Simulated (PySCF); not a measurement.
**Polarisability and C₆ of Pt (platinum, neutral)**

[Xe] 4f14 5d8 6s2, high-spin 3F determinant (an excited configuration). Computed with PySCF 2.14 in aug-cc-pwCVTZ-PP with ECP60MDF, with scalar relativity through the core potential. Coupled (time-dependent) response in atomic units; α is the mean over directions.

```
method  mean α (bohr³)  C₆ (like pair)  S(−4)
revPBE           43.50           458.0  661.0
```

S(−4) is the Cauchy moment in α(ω) = α(0) + S(−4) ω² + …

Spin-orbit coupling is absent.

α(iu) at revPBE:

| u (hartree) | α(iu) (bohr³) |
| --- | --- |
| 0 | 43.50 |
| 0.0500 | 41.93 |
| 0.100 | 38.03 |
| 0.200 | 28.80 |
| 0.300 | 21.71 |
| 0.500 | 13.73 |
| 0.750 | 9.036 |
| 1.00 | 6.536 |
| 1.50 | 3.967 |
| 2.00 | 2.689 |
| 3.00 | 1.473 |
| 5.00 | 0.6307 |

Energies and moments cover only the electrons outside the core potential. Spin-orbit coupling, absent here, splits the open shell strongly.
